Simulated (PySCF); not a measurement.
Cl6GeSi, SMILES [Cl][Ge]([Si](Cl)(Cl)Cl)([Cl])[Cl].

Geometry: r2SCAN-D4/def2-SVP. This is a generated structure with no PubChem entry under its InChIKey; it may be hypothetical. The values are those of a single conformer.

The numbers are results of r2SCAN-D4/def2-SVP in PySCF, not measurements.

Frequencies are harmonic and unscaled.

Modes within 1.5 cm⁻¹ of each other (mostly degenerate sets) share a row, with their intensities summed.

```tsv
mode	ν (cm⁻¹)	IR (km/mol)	moving atoms (share of kinetic energy)
1	17	0.0	Cl 100 %
2–3	50	1.9	Cl 94 %
4–5	111	0.0	Cl 94 %
6	118	0.3	Cl 97 %
7–8	147	6.8	Cl 81 %, Ge 19 %
9–11	191	42.8	Cl 51 %, Ge 42 %
12	324	5.4	Cl 74 %, Si 21 %
13	402	76.2	Cl 79 %, Ge 20 %
14–15	441	126.4	Cl 60 %, Ge 40 %
16	548	60.8	Si 61 %, Cl 30 %, Ge 9 %
17–18	618	291.0	Si 66 %, Cl 34 %
```
